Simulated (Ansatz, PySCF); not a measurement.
Dimer: C2H4 (SMILES C=C) (first 6 atoms) with GeH4 (SMILES [GeH4]); geometry from B3LYP-D3(BJ)/def2-TZVP.
(charge 0, multiplicity 1):
```xyz
11

C      0.3731     0.2588     0.0621
C     -0.3439    -0.8391     0.2496
H     -0.0747     1.1779    -0.2957
H      1.4373     0.2847     0.2632
H      0.1039    -1.7566     0.6118
H     -1.4089    -0.8650     0.0531
Ge    -0.0180     0.3473     3.8062
H     -0.0213     1.6975     3.0770
H      1.2298    -0.4537     3.4085
H     -1.2803    -0.4441     3.4383
H      0.0039     0.5905     5.3257
```

Counterpoise-corrected where a basis set is named; no monomer relaxation. Rows marked so take none.

Rows in 6-31G* carry no dispersion term and start afresh at each structure (6-31G* with six Cartesian d functions); the Pople sets are all-electron and without relativity.

Run with Ansatz (Gaussian basis) for Hartree–Fock, density functionals and correlated methods; PySCF for 6-31G* rows, the dispersion terms. 

**Question.** One of these levels gives -2.42 kcal/mol for the interaction energy. Which?
A) M06-2X/6-31G* (no counterpoise)
B) BLYP-D3(BJ)/def2-TZVPPD
C) PBE/def2-TZVPPD

**Answer.** A, M06-2X/6-31G* (no counterpoise). The others give -0.22 (PBE/def2-TZVPPD), -1.32 (BLYP-D3(BJ)/def2-TZVPPD)

Ansatz is a program for electronic structure.
